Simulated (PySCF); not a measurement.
Electronic structure of Al²⁺ (aluminium, charge +2) at the LDA level

Configuration: [Ne] 3s1, 2S determinant. All numbers are calculated (PySCF 2.14, the spin-free X2C one-electron Hamiltonian (Gaussian nucleus), in aug-cc-pCVTZ-DK with one added diffuse shell each of s, p, d, f type (9s8p6d4f, 91 functions)).

- Total energy: -240.8365 hartree
- One-electron energy: -327.8144 hartree
- Hartree (Coulomb) energy: 104.0293 hartree
- Exchange-correlation energy: -17.0514 hartree
- ⟨S²⟩: 0.7500
- ⟨L²⟩: 0.000
- Sum of ⟨r⟩: 7.287 bohr
- Sum of ⟨r²⟩: 9.189 bohr²
- Langevin diamagnetic susceptibility: -7.28 ×10⁻⁶ cm³/mol

```tsv
shell	electrons	mean orbital energy (eV)	rms radius, mean of both spins (bohr)
1s α	1	-1524.9	0.140
1s β	1	-1524.7	0.140
2s α	1	-128.15	0.687
2s β	1	-127.94	0.687
2p α	3	-90.390	0.678
2p β	3	-90.159	0.678
3s α	1	-24.582	2.33
```

Densities and radii are taken from the X2C orbitals without a picture-change correction, which distorts them close to the nucleus.
